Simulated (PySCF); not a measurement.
# Orbital picture of TlSn

PBE0 at R = 2.918 Å; Tl cc-pVDZ-PP with ECP60, Sn cc-pVDZ-PP with ECP28; scalar-relativistic core potentials (PySCF 2.14). State: ⁴Σ⁻ (quartet), unpaired electrons σ ↑, π ↑↑. Only the outer orbitals are listed, counted within each symmetry, core potentials removing the inner ones.

| spin | orbital | occ. | ε (eV) | on Tl (%) | main shells (%) |
| --- | --- | --- | --- | --- | --- |
| α | 7σ | 1 | -12.93 | 37 | 61 Sn s, 33 Tl s |
| α | 8σ | 1 | -10.38 | 61 | 60 Tl s, 34 Sn s |
| α | 9σ | 1 | -5.21 | 41 | 57 Sn p, 37 Tl p |
| α | 5π | 1 | -4.93 | 22 | 78 Sn p, 21 Tl p |
| α | 5π | 1 | -4.93 | 22 | 78 Sn p, 21 Tl p |
| α | 6π | 0 | -1.70 | 78 | 78 Tl p, 21 Sn p |
| α | 6π | 0 | -1.70 | 78 | 78 Tl p, 21 Sn p |
| α | 10σ | 0 | 0.19 | 68 | 69 Tl p, 35 Sn p |
| β | 7σ | 1 | -11.44 | 59 | 57 Tl s, 39 Sn s |
| β | 8σ | 1 | -9.11 | 42 | 56 Sn s, 39 Tl s |
| β | 9σ | 0 | -2.50 | 48 | 49 Sn p, 46 Tl p |
| β | 5π | 0 | -2.28 | 55 | 54 Tl p, 45 Sn p |
| β | 5π | 0 | -2.28 | 55 | 54 Tl p, 45 Sn p |

**Question.** Which are the highest filled and the lowest empty level, where do they sit, and how wide is the gap?

**Answer.** Highest filled α 5π at -4.93 eV (in %: 78 Sn p, 21 Tl p); lowest empty β 9σ at -2.50 eV (in %: 49 Sn p, 46 Tl p); the gap at PBE0 is 2.43 eV.

```json
{
 "bond order (Mayer)": "1.30",
 "⟨S²⟩": "3.753",
 "charge on Tl (Mulliken, basis-dependent)": "0.17",
 "charge on Tl (Löwdin, basis-dependent)": "0.11",
 "dipole moment (positive dipole means Tl(−)Sn(+))": "-2.18 D",
 "polarisability along the bond": "181.3 bohr³",
 "polarisability across the bond": "54.2 bohr³"
}
```

Spin–orbit coupling is left out, which matters for elements this heavy, above all for dissociation energies. The state is the lowest determinant that a PBE0 search found; another state may lie lower at other levels.
